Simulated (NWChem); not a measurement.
System: C$_{3}$H$_{8}$Si; SMILES C1CC1[SiH3]

The following NWChem deck was run.

```
start job
memory heap 200 mb stack 900 mb global 1100 mb
geometry units angstroms noautosym nocenter noautoz
  Si     0.051337    -1.427986     0.000000
  C     -0.571104     0.332377     0.000000
  C      0.173338     1.413364    -0.746501
  C      0.173338     1.413364     0.746501
  H     -0.415436    -2.172968    -1.211257
  H      1.549013    -1.407211     0.000000
  H     -0.415436    -2.172968     1.211257
  H     -1.662780     0.434543     0.000000
  H     -0.418596     2.172775    -1.264969
  H      1.101230     1.148407    -1.263474
  H      1.101230     1.148407     1.263474
  H     -0.418596     2.172775     1.264969
end
basis spherical
  Si library 6-31g*
  C library 6-31g*
  H library 6-31g*
end
dft
  xc b3lyp
  iterations 150
end
cosmo
  do_cosmo_smd true
  solvent ether
end
task dft energy
```

Excerpt of the output:

```
             Northwest Computational Chemistry Package (NWChem) 7.3.0
             --------------------------------------------------------

                             Geometry "geometry" -> ""
                             -------------------------

 Output coordinates in angstroms (scale by  1.889725989 to convert to a.u.)

  No.       Tag          Charge          X              Y              Z
 ---- ---------------- ---------- -------------- -------------- --------------
    1 Si                  14.0000     0.05133700    -1.42798600     0.00000000
    2 C                    6.0000    -0.57110400     0.33237700     0.00000000
    3 C                    6.0000     0.17333800     1.41336400    -0.74650100
    4 C                    6.0000     0.17333800     1.41336400     0.74650100
    5 H                    1.0000    -0.41543600    -2.17296800    -1.21125700
    6 H                    1.0000     1.54901300    -1.40721100     0.00000000
    7 H                    1.0000    -0.41543600    -2.17296800     1.21125700
    8 H                    1.0000    -1.66278000     0.43454300     0.00000000
    9 H                    1.0000    -0.41859600     2.17277500    -1.26496900
   10 H                    1.0000     1.10123000     1.14840700    -1.26347400
   11 H                    1.0000     1.10123000     1.14840700     1.26347400
   12 H                    1.0000    -0.41859600     2.17277500     1.26496900

 Effective nuclear repulsion energy (a.u.)     160.7512889882

                                 NWChem DFT Module
                                 -----------------

 Summary of "ao basis" -> "ao basis" (spherical)
 ------------------------------------------------------------------------------
       Tag                 Description            Shells   Functions and Types
 ---------------- ------------------------------  ------  ---------------------
 Si                          6-31g*                  8       18   4s3p1d
 C                           6-31g*                  6       14   3s2p1d
 H                           6-31g*                  2        2   2s

 in cosmo_initialize ...
 calling solv_data for solv:ether

 solvent parameters
 solvname_short: ether
 solvname_long:  diethyl ether
 dielec:        4.2400
 dielecinf:     1.8295
 nonaqueous SMD model solvent descriptors
 dielec:        4.2400
 sola:          0.0000
 solb:          0.4100
 solc:          0.0000
 solg:         23.9600
 solh:          0.0000
 soln:          1.3526

[...]

                                COSMO-SMD solvation results
                                ---------------------------

             internal energy in gas <Psi(g)|H|Psi(g)> =      -408.585958187068
         internal energy in solvent <Psi(s)|H|Psi(s)> =      -408.585818344498
                               delta internal energy  =         0.000139842569 (    0.09 kcal/mol)
   total free energy in solvent <Psi(s)|H+V/2|Psi(s)> =      -408.587942450003
 polarization energy contribution <Psi(s)|V/2|Psi(s)> =        -0.002124105505 (   -1.33 kcal/mol)
    total free energy in solvent including G(SMD-CDS) =      -408.590911573680
                       G(SMD-CDS) energy contribution =        -0.002969123677 (   -1.86 kcal/mol)
     1 M fixed-concentration free energy of solvation =        -0.004953386612 (   -3.11 kcal/mol)

                       DFT Final Molecular Orbital Analysis
                       ------------------------------------

 Vector   18  Occ=2.000000D+00  E=-3.235263D-01
              MO Center= -5.5D-02,  6.0D-02,  3.9D-10, r^2= 3.3D+00
   Bfn.  Coefficient  Atom+Function         Bfn.  Coefficient  Atom+Function
  ----- ------------  ---------------      ----- ------------  ---------------
    21      0.297113   2 C  px               64     -0.222192   6 H  s
     7     -0.217037   1 Si px               67     -0.201015   8 H  s
    68     -0.199954   8 H  s                 8      0.180124   1 Si py
    22     -0.175963   2 C  py               63     -0.173959   6 H  s
    25      0.163019   2 C  px               35     -0.131806   3 C  px

 Vector   19  Occ=2.000000D+00  E=-2.908853D-01
              MO Center= -2.2D-01,  4.0D-01,  2.9D-09, r^2= 3.1D+00
   Bfn.  Coefficient  Atom+Function         Bfn.  Coefficient  Atom+Function
  ----- ------------  ---------------      ----- ------------  ---------------
    23      0.402152   2 C  pz               27      0.238473   2 C  pz
    36      0.225776   3 C  py               50     -0.225776   4 C  py
    62      0.164616   5 H  s                66     -0.164616   7 H  s
    35      0.146031   3 C  px               49     -0.146031   4 C  px
    40      0.142151   3 C  py               54     -0.142151   4 C  py

 Vector   20  Occ=2.000000D+00  E=-2.870326D-01
              MO Center= -4.5D-03,  7.0D-01, -6.2D-10, r^2= 2.8D+00
   Bfn.  Coefficient  Atom+Function         Bfn.  Coefficient  Atom+Function
  ----- ------------  ---------------      ----- ------------  ---------------
    22      0.293994   2 C  py                8     -0.242847   1 Si py
    37     -0.240605   3 C  pz               51      0.240605   4 C  pz
    36     -0.227667   3 C  py               50     -0.227667   4 C  py
    26      0.183593   2 C  py               41     -0.151086   3 C  pz
    55      0.151086   4 C  pz               40     -0.123717   3 C  py

 Vector   21  Occ=0.000000D+00  E= 4.210368D-02
              MO Center=  1.3D-01, -1.6D+00,  1.8D-09, r^2= 4.7D+00
   Bfn.  Coefficient  Atom+Function         Bfn.  Coefficient  Atom+Function
  ----- ------------  ---------------      ----- ------------  ---------------
    12      1.199376   1 Si py               24     -1.040322   2 C  s
    11     -0.557927   1 Si px               26      0.385629   2 C  py
    64      0.339587   6 H  s                10      0.264167   1 Si s
     8      0.232471   1 Si py               38     -0.232958   3 C  s
    52     -0.232958   4 C  s                62      0.218461   5 H  s

[...]
```

Level: B3LYP/6-31G* (spherical d), SMD on the gas-phase geometry. The geometry was optimised at PBE0/def2-SVP. Solvent: diethyl ether.
